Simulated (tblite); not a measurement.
A tight-binding relaxation on `CCCBC[Se]C`.

Computed with GFN2-xTB geometry optimisation, gas phase (tblite 0.8.0). Start geometry: from a force field or distance geometry. The command runs a driver script over a list of jobs; the input below is this job's line of settings and its coordinates in Å.

Command:
```bash
OMP_NUM_THREADS=1 python probes_run.py task.json out
```

Input:
```
{"job": {"kind": "relax", "xc": "GFN2-xTB", "basis": "xTB"}, "charge": 0, "multiplicity": 1}
C     -3.437000     0.088600    -0.444600
C     -1.966900     0.437400    -0.636300
C     -1.188600    -0.636100     0.106100
B      0.364600    -0.476200     0.041600
C      1.152200     0.888700     0.135900
Se     2.774800     0.702600    -0.957200
C      4.084400    -0.330200     0.044100
H     -3.981400     0.066600    -1.405300
H     -3.501700    -0.941500    -0.031400
H     -3.925700     0.810500     0.258700
H     -1.829900     1.390300    -0.071800
H     -1.754100     0.510400    -1.693700
H     -1.459200    -1.607900    -0.384800
H     -1.527300    -0.746700     1.154800
H      0.989100    -1.411900    -0.304700
H      0.557800     1.755700    -0.159100
H      1.551400     1.087100     1.167900
H      3.660000    -1.252400     0.466500
H      4.470600     0.297000     0.880800
H      4.961900    -0.621500    -0.580200
```

Output:
```
step      E/eV     max force
  0    -590.19862    2.015
  1    -590.39579    0.829
  2    -590.47799    0.639
  3    -590.52423    0.485
  4    -590.57350    0.536
  5    -590.60272    0.436
  6    -590.62927    0.480
  7    -590.64969    0.347
  8    -590.66547    0.306
  9    -590.67880    0.302
... (180 lines left out)
190    -591.02771    0.024
191    -591.02784    0.025
192    -591.02801    0.030
193    -591.02818    0.033
194    -591.02831    0.025
195    -591.02842    0.022
196    -591.02849    0.015
197    -591.02854    0.016
198    -591.02856    0.013
199    -591.02858    0.008
```

«max force» is the largest atomic force in eV/Å.

Question: From which step on does the largest force stay under 0.1 eV/Å, and how much energy is left to gain from there?

Answer: From step 131 (0.071 eV/Å), 26.8 meV above the end.

In short: energy lowered by 19.1 kcal/mol over 199 steps; largest atomic force 0.008 eV/Å at the end.

Question: Where do the atoms end?

Answer: 0.856 Å rms from the input after alignment:
```
atom  x, y, z in Å
C1    -3.1122   -0.0135   -0.9278
C2    -1.7243    0.4117   -0.4641
C3    -1.0473   -0.6579    0.3938
B4     0.4542   -0.3696    0.8219
C5     1.1159    1.0279    0.6337
Se6    1.7691    0.2557   -1.0783
C7     3.5177   -0.3668   -0.4612
H8    -3.5728    0.7643   -1.5338
H9    -3.0542   -0.9223   -1.5237
H10   -3.7562   -0.2067   -0.0719
H11   -1.8087    1.3409    0.1039
H12   -1.0986    0.6128   -1.3432
H13   -1.1021   -1.6118   -0.1399
H14   -1.6423   -0.8043    1.3013
H15    1.0667   -1.2246    1.3489
H16    0.5089    1.8958    0.3935
H17    1.9890    1.3209    1.2112
H18    3.3810   -1.0199    0.3957
H19    4.1296    0.4919   -0.1950
H20    3.9814   -0.9138   -1.2777
```

Question: Estimate the wall time. Hardware: one thread of an Arm Neoverse N1, no GPU, on a shared host.

Answer: About 2.4 s.
Labels such as C1 count atoms from 1, the log's own numbers from 0.
